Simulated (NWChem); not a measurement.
CH3NOSi; SMILES N#CO[SiH3]

```xyz
7

N      0.4439     2.3088     0.0000
C     -0.0851     1.2694     0.0000
O     -0.7091     0.1376     0.0000
Si     0.0974    -1.3785     0.0000
H      0.9278    -1.4761    -1.2211
H     -1.0090    -2.3548     0.0000
H      0.9278    -1.4761     1.2211
```
Atoms are numbered in this order, from 1.

Results from NWChem. Coordinates come from a B3LYP/6-31G* (spherical d) optimisation. B3LYP is NWChem's, with the RPA form of VWN correlation. Atomic charges in e: unrestrained fits to the electrostatic potential beside Mulliken populations; buried atoms are poorly determined by the fit.

Estimate the computed values for B3LYP/def2-SVP. Quantities: ESP N1; Mulliken N1; ESP C2; Mulliken C2; ESP O3; Mulliken O3; ESP Si4; Mulliken Si4; relative RMS misfit of the potential (%).


```yaml
ESP N1: -0.54
Mulliken N1: -0.02
ESP C2: 0.56
Mulliken C2: -0.01
ESP O3: -0.37
Mulliken O3: -0.38
ESP Si4: 0.65
Mulliken Si4: 0.62
relative RMS misfit of the potential (%): 18
```
